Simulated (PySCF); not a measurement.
Species: C₆H₅FO.
SMILES with atom numbers: `[OH:1][c:2]1[cH:3][cH:4][cH:5][c:6]([F:7])[cH:8]1` (hydrogens: H9 on O1; H10 on C3; H11 on C4; H12 on C5; H13 on C8)

Structure used (PBE0-D3(BJ)/def2-SVP), in Å, numbered top down from 1:
```xyz
13
C6H5FO angstrom
O      2.3676   -0.2329   -0.0022
C      1.0307   -0.0686    0.0088
C      0.2293   -1.2171    0.0238
C     -1.1548   -1.0871    0.0346
C     -1.7681    0.1669    0.0313
C     -0.9505    1.2889    0.0173
F     -1.5027    2.5013    0.0132
C      0.4365    1.1970    0.0060
H      2.7983    0.6284   -0.0113
H      0.7133   -2.1946    0.0267
H     -1.7755   -1.9857    0.0458
H     -2.8519    0.2857    0.0389
H      1.0317    2.1131   -0.0049
```

Linear response at B3LYP/def2-SVPD (PySCF, frozen core in the response, non-relativistic).

Static isotropic polarisability: 73.70 au (10.92 Å³), principal values 44.3, 84.3, 92.5 au.

Task: What is the polarisability at 1064 nm and at the sodium D line?

Result: 74.58 au at 1064 nm (+1.2 %), 76.74 au at 589.3 nm (+4.1 %). The rise at 589.3 nm is 3.45 times that at 1064 nm; a pure ω² law gives 3.26. The lowest singlet lies at 244 nm, shorter than both wavelengths.

Task: What is the isotropic C6 coefficient between two such molecules, C6 = (3/π)∫α(iω)² dω?

Result: 2125 au (Eh·bohr⁶) by a ten-point quadrature over imaginary frequencies, which is 1270 eV·Å⁶ or 122 J·nm⁶/mol.

Task: Which effective excitation energy ω̄ makes London's formula C6 = (3/4)α²ω̄ exact here?

Result: ω̄ = 4·C6/(3α²) = 0.522 Eh = 14.2 eV. A one-pole form α(ω) = α/(1 − ω²/ω̄²) fitted to the 1064 nm value gives 10.7 eV. London's choice of the ionisation energy (8.71 eV, ΔSCF at the same level) gives C6 = 1300 au, 39 % too low.

Task: What molar refraction at the D line follows from R = (4π/3)·N_A·α′, with α′ the polarisability volume?

Result: α′ = 11.37 Å³ gives R = 28.69 cm³/mol, for isolated, non-vibrating species.

Task: What n − 1 at the D line would an ideal gas of it have at 273.15 K and 1 atm (2.6868 × 10¹⁹ cm⁻³), by n − 1 = 2π·N·α′?

Result: 19.20 × 10⁻⁴, a formal value whether or not that pressure can be reached.

Task: How anisotropic is the static polarisability, by Δα² = ½[(α1 − α2)² + (α2 − α3)² + (α3 − α1)²]?

Result: Δα = 44.7 au, or 0.61 of the isotropic value.

Task: How many electrons N does the Slater–Kirkwood formula C6 = (3/4)·√N·α^(3/2) need to give this C6?

Result: N = (4·C6/3)²/α³ = 20.0; the species has 58 electrons in all.

One conformer stands for the species.
